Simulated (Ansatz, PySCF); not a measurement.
Gas-phase reaction (SMILES): CCO[Si](C)(C)C [ethoxy(trimethyl)silane] + [H][H] (H2) → C[SiH](C)C [trimethylsilane] + CCO; hydrogen cleaves one Si-O bond, a model of a ligand-exchange step.

Geometries: B3LYP-D3(BJ)/def2-TZVP minima from Ansatz (an electronic-structure program), one conformer each, not searched for the lowest. Valence correlation only, unless marked. No spin-orbit coupling. No relativistic terms. CBS(X,Y): correlation extrapolated as X^-3; Hartree-Fock from the larger set. The bracket is a focal-point correction in the basis named. Thermal terms are rigid-rotor harmonic-oscillator values from B3LYP-D3(BJ) frequencies (Ansatz or PySCF) at 298.15 K and 1 atm. 1 Eh = 627.5095 kcal/mol.

```tsv
species	E, RI-MP2/CBS(aug-cc-pV(T+d)Z,aug-cc-pV(Q+d)Z)+[CCSD(T)-MP2]/aug-cc-pV(T+d)Z (Ansatz) (Eh)	E, PBE0-D4/def2-TZVPD (Ansatz + dftd4) (Eh)	H - E (Eh)
CCO[Si](C)(C)C	-563.02900	-563.43466	0.19368
[H][H] (H2)	-1.17524	-1.16831	0.01336
C[SiH](C)C	-409.29014	-409.64695	0.12691
CCO	-154.88074	-154.92583	0.08491
```

Question: Work out ΔE and ΔH at 298.15 K at the first level, then ΔH at the second.

Answer: 
1. ΔE = [(-409.29014) + (-154.88074)] - [(-563.02900) + (-1.17524)] = 0.03336 Eh = 20.9 kcal/mol at RI-MP2/CBS(aug-cc-pV(T+d)Z,aug-cc-pV(Q+d)Z)+[CCSD(T)-MP2]/aug-cc-pV(T+d)Z.
2. The terms H - E add up to 0.00478 Eh, so ΔH = (0.03336 + (0.00478))×627.5095 = 23.9 kcal/mol.
3. At PBE0-D4/def2-TZVPD the same steps give ΔE = 18.9 and ΔH = 21.9 kcal/mol, a shift of -2.0 from the first level.
4. These values are not checked against measurement here, since the tables used lack a sound gas-phase enthalpy of formation for at least one species.
